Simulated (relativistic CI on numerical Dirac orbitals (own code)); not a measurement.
**Electric-dipole lines of Nd XXIII**

These numbers are calculated, not measured: Dirac-Coulomb-Breit CI, KLI orbitals optimised for each configuration, QED by a radiative potential, unscaled Slater integrals (own radial code, finite nucleus).

Configuration list (outside the closed core [Ar] 3d10): 4s2 4p6 4d2, 4s2 4p5 4d3, 4s2 4p6 4d 4f, 4s 4p6 4d3, 4s2 4p5 4d2 4f, 4s 4p6 4d2 4f, 4s2 4p6 4d 5s, 4s2 4p6 4d 5p, 4s2 4p6 4f 5s, 4s2 4p6 4d 5d, 4s2 4p6 4f2, 4s2 4p5 4f3, 4s 4p6 4f3, 4s2 4p6 4f 5p, 4s2 4p5 4f2 5p, 4s 4p6 4f2 5p. Double excitations out of closed p, d and f shells are left out; levels of such configurations are missing from the list, as are those of other unlisted configurations, and high levels can miss mixing partners.

```
λ vac (Å)                 Lower                      Upper   A (s⁻¹)  E lower (cm⁻¹)  E upper (cm⁻¹)
   74.055  4s2 4p6 4d2 3F_3 [2]    4s2 4p5 4d3 1G°_4 [135]  1.04e+11           37557         1387911
   74.822  4s2 4p6 4d2 3F_2 [1]    4s2 4p5 4d3 3D°_1 [128]  8.03e+11               0         1336509
   75.350  4s2 4p6 4d2 3F_3 [2]    4s2 4p5 4d3 3D°_2 [131]  4.24e+11           37557         1364697
   75.369  4s2 4p6 4d2 3F_4 [4]    4s2 4p5 4d3 1G°_4 [135]  1.49e+11           61105         1387911
   75.562  4s2 4p6 4d2 3F_4 [4]    4s2 4p5 4d3 3G°_5 [134]  9.41e+10           61105         1384520
   75.881  4s2 4p6 4d2 3F_3 [2]    4s2 4p5 4d3 3D°_3 [130]  2.73e+11           37557         1355416
   75.921  4s2 4p6 4d2 3F_3 [2]    4s2 4p5 4d3 3F°_4 [129]  1.51e+11           37557         1354713
   76.025  4s2 4p6 4d2 3P_2 [5]    4s2 4p5 4d3 1F°_3 [133]  2.36e+11           61209         1376572
   76.366  4s2 4p6 4d2 3P_2 [5]    4s2 4p5 4d3 3S°_1 [132]  1.35e+12           61209         1370691
   76.709  4s2 4p6 4d2 3P_1 [6]    4s2 4p5 4d3 3S°_1 [132]  7.81e+11           67061         1370691
   77.063  4s2 4p6 4d2 3P_1 [6]    4s2 4p5 4d3 3D°_2 [131]  1.40e+12           67061         1364697
   77.261  4s2 4p6 4d2 3F_4 [4]    4s2 4p5 4d3 3D°_3 [130]  5.45e+11           61105         1355416
   77.267  4s2 4p6 4d2 3P_2 [5]    4s2 4p5 4d3 3D°_3 [130]  8.42e+11           61209         1355416
   77.286  4s2 4p6 4d2 3P_0 [3]    4s2 4p5 4d3 3D°_1 [128]  1.12e+12           42609         1336509
   77.303  4s2 4p6 4d2 3F_4 [4]    4s2 4p5 4d3 3F°_4 [129]  1.60e+12           61105         1354713
   77.613  4s2 4p6 4d2 1G_4 [7]    4s2 4p5 4d3 1G°_4 [135]  1.80e+12           99468         1387911
   77.671  4s2 4p6 4d2 3P_2 [8]    4s2 4p5 4d3 3D°_3 [138]  1.71e+12          108932         1396418
   77.818  4s2 4p6 4d2 1G_4 [7]    4s2 4p5 4d3 3G°_5 [134]  1.56e+12           99468         1384520
   77.927  4s2 4p6 4d2 3P_2 [8]    4s2 4p5 4d3 1D°_2 [137]  1.52e+12          108932         1392177
   78.040  4s2 4p6 4d2 3F_3 [2]    4s2 4p5 4d3 3D°_2 [125]  4.98e+11           37557         1318955
   78.108  4s2 4p6 4d2 3P_2 [8]    4s2 4p5 4d3 1P°_1 [136]  1.80e+12          108932         1389217
   78.302  4s2 4p6 4d2 1G_4 [7]    4s2 4p5 4d3 1F°_3 [133]  1.18e+12           99468         1376572
   78.323  4s2 4p6 4d2 1S_0 [9]    4s2 4p5 4d3 1P°_1 [139]  1.71e+12          177015         1453784
   78.942  4s2 4p6 4d2 3F_2 [1]    4s2 4p5 4d3 3F°_2 [116]  1.54e+12               0         1266759
   79.027  4s2 4p6 4d2 3F_4 [4]    4s2 4p5 4d3 3D°_3 [127]  7.74e+11           61105         1326492
   79.034  4s2 4p6 4d2 3P_2 [5]    4s2 4p5 4d3 3D°_3 [127]  1.92e+11           61209         1326492
   79.199  4s2 4p6 4d2 3F_3 [2]    4s2 4p5 4d3 3D°_2 [122]  5.47e+11           37557         1300198
   79.377  4s2 4p6 4d2 3F_4 [4]  4s2 4p6 4d 4f 1H°_5 [126]  1.44e+12           61105         1320913
   79.507  4s2 4p6 4d2 3P_2 [5]    4s2 4p5 4d3 3D°_2 [125]  9.48e+11           61209         1318955
   79.524  4s2 4p6 4d2 3F_3 [2]  4s2 4p6 4d 4f 3G°_4 [121]  1.36e+12           37557         1295046
   79.550  4s2 4p6 4d2 3F_3 [2]    4s2 4p5 4d3 3F°_3 [120]  5.59e+11           37557         1294628
   79.621  4s2 4p6 4d2 1G_4 [7]    4s2 4p5 4d3 3D°_3 [130]  2.23e+11           99468         1355416
   79.666  4s2 4p6 4d2 1G_4 [7]    4s2 4p5 4d3 3F°_4 [129]  1.19e+11           99468         1354713
   79.864  4s2 4p6 4d2 3F_3 [2]    4s2 4p5 4d3 3F°_3 [119]  7.11e+11           37557         1289678
   80.115  4s2 4p6 4d2 3F_2 [1]    4s2 4p5 4d3 3D°_1 [114]  5.50e+11               0         1248201
   80.358  4s2 4p6 4d2 3F_2 [1]  4s2 4p6 4d 4f 3G°_3 [113]  1.52e+12               0         1244433
   80.550  4s2 4p6 4d2 3P_2 [5]  4s2 4p6 4d 4f 3P°_1 [123]  4.30e+11           61209         1302668
   80.660  4s2 4p6 4d2 3P_1 [6]  4s2 4p6 4d 4f 3P°_0 [124]  1.39e+12           67061         1306832
   80.711  4s2 4p6 4d2 3P_2 [5]    4s2 4p5 4d3 3D°_2 [122]  4.87e+11           61209         1300198
   80.800  4s2 4p6 4d2 3F_3 [2]    4s2 4p5 4d3 3D°_2 [117]  1.47e+11           37557         1275179
   80.932  4s2 4p6 4d2 3P_1 [6]  4s2 4p6 4d 4f 3P°_1 [123]  8.18e+11           67061         1302668
   81.041  4s2 4p6 4d2 3F_4 [4]  4s2 4p6 4d 4f 3G°_4 [121]  1.87e+11           61105         1295046
   81.075  4s2 4p6 4d2 3P_2 [5]    4s2 4p5 4d3 3F°_3 [120]  3.89e+11           61209         1294628
   81.094  4s2 4p6 4d2 3P_1 [6]    4s2 4p5 4d3 3D°_2 [122]  2.18e+11           67061         1300198
   82.947  4s2 4p6 4d2 3P_0 [3]    4s2 4p5 4d3 3D°_1 [114]  2.70e+11           42609         1248201
```

Terms are leading LS components. Brackets give the number of a level in order of energy, since labels repeat. The list gives strong lines, with weight on those to low levels, without lines whose two gauges differ by over a factor of 2.5, among the lowest 200 of 1736 levels, so that lines to higher ones, which can be the strongest, are missing. Levels whose partners in the same complex of configurations lie outside the list can be far off, and so can their lines. Rates are taken at the computed energies, electric ones in the length gauge.

At this charge energies of transitions that change n are usually good to better than 1 %, and those within a shell (Δn = 0) to a few per cent. Terms inside the open d or f shell come out 10 to 20 % too wide with unscaled integrals.

LS names give the leading component of a level, which can be under half, so a name can repeat, a term be missing and a line seem to break the LS rules.
